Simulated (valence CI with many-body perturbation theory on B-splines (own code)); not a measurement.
**E1 line list for Cu¹⁴⁺**

Calculated by valence CI with perturbative core correlation (CI+MBPT): five valence electrons over a frozen Dirac-Fock core [Ne], radial functions for each j: 9 s, 9 p, 8 d, 6 f, 3 g, 1 h, with the one-electron correlation potential Σ1 (screened to all orders), the two-electron term Σ2, the three-electron term Σ3, Breit, model QED; selected single and double excitations, second order for the rest (own B-spline code, finite nucleus).

No measured spectrum was set against this ion. As an estimate, levels of excited configurations hold to 0.05 to 0.15 % of their energy, terms of the ground configuration to about 0.5 %. Among the levels kept, up to 470 cm⁻¹ of a level comes from second order outside the variational space, and about a tenth of that is noise between levels of different J, which matters for small intervals.

Lines 51 to 100 of 163 in falling wavelength, among levels below 806030 cm⁻¹, chosen from the strongest by gf and those to the six lowest levels. Wavelengths and rates use the calculated energies, so an error of 300 cm⁻¹ moves a line at 241.0 Å by 0.072 % and its rate by three times that or more. Electric multipoles are in the length gauge, E1 and E2 with the static RPA response of the core. Weak lines are less certain than strong ones. Lines between different terms over intervals too small for the method are left out, as are lines whose strength nearly cancels. The highest levels of a list are the least certain.

Names give the largest LS component (configuration and term), which can be under half, so a name can repeat, a term be missing and a line seem to break the LS rules; names also repeat where a configuration has a term twice. Letters in brackets count levels of one name in rising energy.

```tsv
λ vac (Å)	Upper	Lower	A (s⁻¹)	log gf	Branch %
241.0	3s.3p3.3d 6D°_1/2	3s.3p4 4P_3/2	8.57e+07	-2.83	74.8
240.9	3s2.3p2.3d 4F_5/2	3s2.3p3 2P°_3/2	2.00e+07	-2.98	5.2
240.7	3s.3p3.3d 6D°_3/2	3s.3p4 4P_3/2	2.16e+07	-3.12	18.1
238.6	3s.3p4 2D_3/2	3s2.3p3 4S°_3/2	4.53e+07	-2.81	0.8
238.4	3s.3p4 2S_1/2 [b]	3s2.3p3 2P°_1/2	9.85e+08	-1.78	9.1
238.2	3s2.3p2.3d 2P_3/2 [a]	3s2.3p3 2D°_5/2	1.01e+10	-0.46	81.8
236.4	3s2.3p2.3d 4F_3/2	3s2.3p3 2P°_1/2	2.95e+07	-3.01	4.3
235.8	3s.3p4 2D_5/2	3s2.3p3 4S°_3/2	2.39e+07	-2.92	0.5
234.6	3p5 2P°_3/2	3s.3p4 4P_3/2	6.14e+07	-2.69	0.6
232.7	3s2.3p2.3d 2P_3/2 [a]	3s2.3p3 2D°_3/2	8.50e+08	-1.56	6.9
232.6	3s2.3p2.3d 2F_5/2 [a]	3s2.3p3 2P°_3/2	5.85e+06	-3.55	2.0
230.9	3s.3p3.3d 6D°_3/2	3s.3p4 4P_5/2	4.81e+07	-2.81	40.4
230.5	3s.3p3.3d 6D°_5/2	3s.3p4 4P_5/2	6.11e+07	-2.53	70.9
229.9	3s.3p3.3d 6D°_7/2	3s.3p4 4P_5/2	1.46e+07	-3.03	32.3
229.8	3s.3p4 2S_1/2 [a]	3s2.3p3 2D°_3/2	9.79e+09	-0.81	65.7
228.1	3s2.3p2.3d 4D_1/2	3s2.3p3 2P°_3/2	7.10e+08	-1.96	33.4
227.4	3s2.3p2.3d 4D_3/2	3s2.3p3 2P°_3/2	6.51e+07	-2.70	3.2
225.3	3p5 2P°_3/2	3s.3p4 4P_5/2	2.63e+08	-2.10	2.4
223.3	3s2.3p2.3d 4D_5/2	3s2.3p3 2P°_3/2	1.24e+07	-3.26	0.9
220.6	3s2.3p2.3d 4D_1/2	3s2.3p3 2P°_1/2	6.77e+07	-3.01	3.2
219.9	3s2.3p2.3d 4D_3/2	3s2.3p3 2P°_1/2	3.51e+07	-2.99	1.7
219.1	3s2.3p2.3d 4F_3/2	3s2.3p3 2D°_5/2	4.04e+07	-2.93	5.9
216.1	3s.3p4 2S_1/2 [b]	3s2.3p3 2D°_3/2	3.73e+08	-2.28	3.4
215.7	3s2.3p2.3d 4F_5/2	3s2.3p3 2D°_5/2	1.16e+08	-2.31	30.1
214.5	3s2.3p2.3d 4F_3/2	3s2.3p3 2D°_3/2	5.00e+08	-1.86	72.9
211.2	3s2.3p2.3d 4F_5/2	3s2.3p3 2D°_3/2	5.40e+07	-2.66	14.0
210.9	3s2.3p2.3d 4F_7/2	3s2.3p3 2D°_5/2	5.85e+07	-2.51	100.0
209.2	3s2.3p2.3d 2P_3/2 [a]	3s2.3p3 4S°_3/2	1.13e+08	-2.53	0.9
209.1	3s2.3p2.3d 2F_5/2 [a]	3s2.3p3 2D°_5/2	4.89e+04	-5.72	0.0
206.9	3s.3p4 2S_1/2 [a]	3s2.3p3 4S°_3/2	2.77e+08	-2.45	1.9
205.7	3s2.3p2.3d 2F_7/2 [a]	3s2.3p3 2D°_5/2	6.85e+07	-2.46	100.0
204.9	3s2.3p2.3d 2F_5/2 [a]	3s2.3p3 2D°_3/2	3.21e+06	-3.92	1.1
204.8	3s2.3p2.3d 4D_3/2	3s2.3p3 2D°_5/2	1.07e+09	-1.57	52.6
201.5	3s2.3p2.3d 4D_5/2	3s2.3p3 2D°_5/2	3.05e+08	-1.95	21.7
201.4	3s2.3p2.3d 4D_1/2	3s2.3p3 2D°_3/2	1.18e+09	-1.84	55.7
200.8	3s2.3p2.3d 4D_3/2	3s2.3p3 2D°_3/2	2.27e+04	-6.26	0.0
199.4	3s2.3p2.3d 2P_3/2 [b]	3s2.3p3 2P°_3/2	3.14e+09	-1.13	3.6
197.6	3s2.3p2.3d 4D_5/2	3s2.3p3 2D°_3/2	4.31e+07	-2.82	3.1
195.7	3s.3p4 2S_1/2 [b]	3s2.3p3 4S°_3/2	1.42e+08	-2.79	1.3
194.8	3s2.3p2.3d 4P_5/2	3s2.3p3 2P°_3/2	6.69e+06	-3.64	0.0
194.8	3s2.3p2.3d 4D_7/2	3s2.3p3 2D°_5/2	1.62e+07	-3.13	100.0
194.4	3s2.3p2.3d 4F_3/2	3s2.3p3 4S°_3/2	1.15e+08	-2.58	16.8
193.6	3s2.3p2.3d 2P_3/2 [b]	3s2.3p3 2P°_1/2	1.61e+09	-1.44	1.9
192.3	3s2.3p2.3d 4P_3/2	3s2.3p3 2P°_3/2	3.87e+08	-2.07	0.4
191.9	3s2.3p2.3d 4P_1/2 [a]	3s2.3p3 2P°_3/2	1.18e+10	-0.88	12.5
191.7	3s2.3p2.3d 4F_5/2	3s2.3p3 4S°_3/2	1.96e+08	-2.19	50.7
189.5	3s2.3p2.3d 4P_1/2 [b]	3s2.3p3 2P°_3/2	9.12e+09	-1.01	8.6
187.7	3s2.3p2.3d 2D_3/2 [a]	3s2.3p3 2P°_3/2	3.27e+08	-2.16	1.2
186.9	3s2.3p2.3d 4P_3/2	3s2.3p3 2P°_1/2	3.37e+03	-7.15	0.0
186.5	3s2.3p2.3d 4P_1/2 [a]	3s2.3p3 2P°_1/2	5.27e+09	-1.26	5.6
```
